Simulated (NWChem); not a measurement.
Species: C₄H₇F; SMILES FC(=C)CC

Computed with NWChem. The geometry was optimised at PBE-D3(BJ)/def2-SVP. One conformer.

Diagonal of the polarisability tensor at B3LYP/def2-SVPD, 589 nm: 53.58, 65.59, 45.46 bohr³.

Task: Find the mean polarisability volume, the molar refraction, and the refractive index that an ideal gas of it would have at 273.15 K and 1 atm.

Result: 
1. Mean: one third of the trace = 54.88 bohr³ × 0.14818 Å³/bohr³ = 8.13 Å³.
2. Molar refraction (Lorentz-Lorenz): (4π/3) N_A α = 20.5 cm³/mol.
3. Number density p/kT = 2.687 × 10⁻⁵ Å⁻³; n − 1 = 2π N α = 13.73 × 10⁻⁴.
